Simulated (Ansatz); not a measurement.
Input and output for (ClInSe)3 ring (In₃Se₃Cl₃).

```yaml
crystal:
  periodic: [false, false, false]
  atoms:
    - {symbol: In, position_ang: [-2.248102, 0.180626, -0.279047]}
    - {symbol: Cl, position_ang: [-4.590325, 0.370045, -0.570122]}
    - {symbol: Se, position_ang: [-1.337564, -1.827962, -1.520047]}
    - {symbol: In, position_ang: [1.131013, -1.712590, -0.975855]}
    - {symbol: Cl, position_ang: [2.313360, -3.492970, -1.995232]}
    - {symbol: Se, position_ang: [2.697226, -0.220470, 0.338817]}
    - {symbol: In, position_ang: [1.114741, 1.525658, 1.262411]}
    - {symbol: Cl, position_ang: [2.277949, 3.124342, 2.565675]}
    - {symbol: Se, position_ang: [-1.358287, 2.053312, 1.173399]}
basis:
  gaussian: {orbitals: def2-SVP}
hamiltonian: {xc: {name: B2PLYP}, pseudopotentials: {relativity: scalar}}
scf: {lower_state_search: full}
output: {forces: true}
```

```sh
$ ansatz run in.yaml --threads 2 --pin off --events-out ev --progress --plain --max-ram 31744MiB --backend cpu
```

It prints (some lines left out):

```
Functional definition: B2PLYP
2412 factors; integrals over basis functions are off by at most 2.7e-4 eV
mean field evaluation 1: about -250924.4417 eV, gradient 3.2e1 eV
mean field evaluation 2: about -250924.6323 eV, gradient 3.2e1 eV
mean field evaluation 4: about -250928.1732 eV, gradient 2.1e0 eV
mean field evaluation 8: about -250928.1950 eV, gradient 2.6e-1 eV
mean field evaluation 16: about -250928.1953 eV, gradient 1.3e-4 eV
mean field -250928.19525604 eV, -9221.4410904199 hartree, gradient 2.2e-6 eV, S^2 0.000000; 0 other end points of the search recorded, 0 dependent functions left out
54 core orbitals not correlated: weight in the atoms' cores, before any rotation towards them, 1.000 or more for the frozen orbitals, at most 0.000 for the correlated occupied ones
reference -250928.19548439 eV, -9221.4410988116 hartree; 54, 54 occupied and 120, 120 virtual orbitals, 2412 factors
second order -44.11842700 eV of doubles, -0.00000000 eV of singles
Total energy: -250940.10745968 eV, -9221.8788558293 hartree
Relativity: scalar
Atom 0 at    -2.248102     0.180626    -0.279047 Å, force    -0.131474     0.022550    -0.017736 eV/Å
Atom 1 at    -4.590325     0.370045    -0.570122 Å, force     0.140001    -0.012410     0.018866 eV/Å
Atom 2 at    -1.337564    -1.827962    -1.520047 Å, force     0.091231     0.121034     0.109270 eV/Å
Atom 3 at     1.131013    -1.712590    -0.975855 Å, force     0.076698    -0.093192    -0.061771 eV/Å
Atom 4 at     2.313360    -3.492970    -1.995232 Å, force    -0.072717     0.104981     0.062403 eV/Å
Atom 5 at     2.697226    -0.220470     0.338817 Å, force    -0.195127     0.011622    -0.019587 eV/Å
Atom 6 at     1.114741     1.525658     1.262411 Å, force     0.075008     0.095274     0.065922 eV/Å
Atom 7 at     2.277949     3.124342     2.565675 Å, force    -0.070120    -0.098686    -0.076291 eV/Å
Atom 8 at    -1.358287     2.053312     1.173399 Å, force     0.086500    -0.151173    -0.081076 eV/Å
Dipole moment:    -0.002854    -0.005364     0.004833 e Å
```

Hardware: 2 threads of AMD EPYC 7R13 on a shared host. Wall time 66 s, peak host memory 1.7 GiB.

In the def2 sets In takes a core potential; there is no spin–orbit coupling. Correlated methods freeze 54 core orbitals; core or outer-core shells of In, Se are correlated, in sets that lack core-valence functions.
